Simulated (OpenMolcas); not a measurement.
## Computed transition rates of Xe IV

```yaml
Program: OpenMolcas
Method: "MS-RASPT2, IPEA 0.25 Eh, imaginary shift 0.1 Eh (closed shells correlated: 4d)"
Basis: ANO-RCC-VTZP [7s6p4d2f1g]
Scalar_Hamiltonian: DKH2, point nucleus
Active_space: 5 electrons in 9 orbitals (RAS2 5s 5p; RAS3 5d, at most 2 electrons)
State_averaging: 2S+1 = 4 odd, 1 root; 2S+1 = 2 odd, 11 roots; 2S+1 = 4 even, 3 roots; 2S+1 = 2 even, 9 roots
Spin-orbit_coupling: RASSI with atomic mean-field integrals over the reference wave functions, term energies averaged over their components
```

Rates come from the transition moments of the reference wave functions (E1 and E2 in the length form). At fixed line strength A goes as λ^-3 for E1 and M1 and as λ^-5 for E2, so a rate at the computed wavelength can be rescaled to the measured one. Measured vacuum wavelengths follow from level energies in Saloman, J. Phys. Chem. Ref. Data 33, 765 (2004). Branching counts decays inside the model space alone, at computed energies, and the table is only a selection of the E2 and M1 lines, drawn from those between levels with measured partners whose computed energy lies within a factor of 1.5 of the measured one.

| Upper | Lower | Type | λ computed (nm) | λ measured (nm) | A computed (s-1) | A rescaled (s-1) | Branching % |
| --- | --- | --- | --- | --- | --- | --- | --- |
| 5s2 5p3 2D* 5/2 | 5s2 5p3 2D* 3/2 | M1 | 2731 | 2356 | 4.20e-01 | 6.54e-01 | 23.4 |
| 5s2 5p3 2P* 3/2 | 5s2 5p3 2P* 1/2 | M1 | 1671 | 1314 | 1.49e+00 | 3.06e+00 | 1.3 |
| 5s2 5p3 2D* 3/2 | 5s2 5p3 4S* 3/2 | M1 | 728 | 753.7 | 1.39e+01 |  | 99.7 |
| 5s2 5p3 2P* 1/2 | 5s2 5p3 2D* 3/2 | M1 | 677.4 | 677.1 | 8.46e+00 |  | 18.1 |
| 5s2 5p3 2P* 1/2 | 5s2 5p3 2D* 3/2 | E2 | 677.4 | 677.1 | 8.91e-01 | 8.93e-01 | 1.9 |
| 5s2 5p3 2P* 3/2 | 5s2 5p3 2D* 5/2 | M1 | 585.3 | 551.3 | 1.54e+01 |  | 13.7 |
| 5s2 5p3 2P* 3/2 | 5s2 5p3 2D* 5/2 | E2 | 585.3 | 551.3 | 2.08e+00 | 2.81e+00 | 1.9 |
| 5s2 5p3 2D* 5/2 | 5s2 5p3 4S* 3/2 | M1 | 574.8 | 571.1 | 1.20e+00 |  | 66.9 |
| 5s2 5p3 2D* 5/2 | 5s2 5p3 4S* 3/2 | E2 | 574.8 | 571.1 | 1.75e-01 |  | 9.8 |
| 5s2 5p3 2P* 3/2 | 5s2 5p3 2D* 3/2 | M1 | 482 | 446.8 | 5.31e+01 |  | 47.3 |
| 5s2 5p3 2P* 3/2 | 5s2 5p3 2D* 3/2 | E2 | 482 | 446.8 | 1.13e+00 | 1.65e+00 | 1.0 |
| 5s2 5p3 2P* 1/2 | 5s2 5p3 4S* 3/2 | M1 | 350.9 | 356.7 | 3.66e+01 |  | 78.3 |
| 5s2 5p3 2P* 1/2 | 5s2 5p3 4S* 3/2 | E2 | 350.9 | 356.7 | 6.41e-01 |  | 1.4 |
| 5s2 5p3 2P* 3/2 | 5s2 5p3 4S* 3/2 | M1 | 290 | 280.5 | 3.91e+01 |  | 34.8 |

Spin-changing lines and M1 lines between different terms are not rescaled, since their strength hangs on the term gaps too.

The largest correction is for 5s2 5p3 2P* 3/2 → 5s2 5p3 2P* 1/2 (M1): 1.49e+00 × (1671 / 1314)^3 = 3.06e+00 s-1, a factor of 2.06.

No measured rate stands beside these. Rescaling mends the energy factor alone: line strengths can still be far off where a level mixes with configurations outside the active space, and weak or spin-changing lines hang on small mixing coefficients that depend on the term gaps too, so rescaling need not improve them.

CASPT2 does not keep the components of a term degenerate, so their means are used; among the terms shown or strongly mixed into the levels shown the widest spread is 19 cm-1 (5s2 5p3 2D*). The run also gave levels led by 5s2 5p2 5d, which use shells meant for correlation; these and all levels above them are left out. Computed and measured levels are paired by configuration, term and J; levels that our copy of the source lacks, or whose pairing is in doubt (as where it misses far off the trend of its configuration), stay unpaired. Levels of configurations outside the active space are missing.

* marks odd parity.
